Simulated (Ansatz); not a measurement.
Molecule: SnH, net charge 0, doublet state. 
Structure (B3LYP-D3(BJ)/def2-TZVP (Ansatz, a program for electronic structure) minimum search):
```xyz
2

Sn     0.0000     0.0000    -0.0350
H      0.0000     0.0000     1.7513
```
Charge 0, spin multiplicity 2.

Wanted: atomisation energy (electronic, to ground-state atoms), in eV. Valence correlation only, unless marked. Open shells are spin-unrestricted. No spin-orbit coupling. The frozen core is the preceding noble-gas configuration, with the filled d and f shells of earlier blocks. Past Kr the def2 sets carry scalar-relativistic core potentials. STO-3G rows are all-electron and non-relativistic. The coupled-cluster limit lacks core correlation, which all-electron functionals hold. CBS(X,Y): correlation extrapolated as X^-3; Hartree-Fock from the larger set.

| level | program | atomisation energy (eV) |
|---|---|---|
| HF/STO-3G | Ansatz | 3.00 |
| PBE0/def2-SVP | Ansatz | 2.56 |
| CAM-B3LYP/def2-TZVPD | Ansatz | 2.74 |
| PBE-QIDH/def2-TZVPD | Ansatz | 2.52 |
| MP2/CBS(def2-TZVPP,def2-QZVPP) | Ansatz | 2.49 |
| SCS-MP2/def2-QZVPP | Ansatz | 2.60 |
| CCSD(T)/CBS(def2-TZVPPD,def2-QZVPPD) | Ansatz | 2.67 |
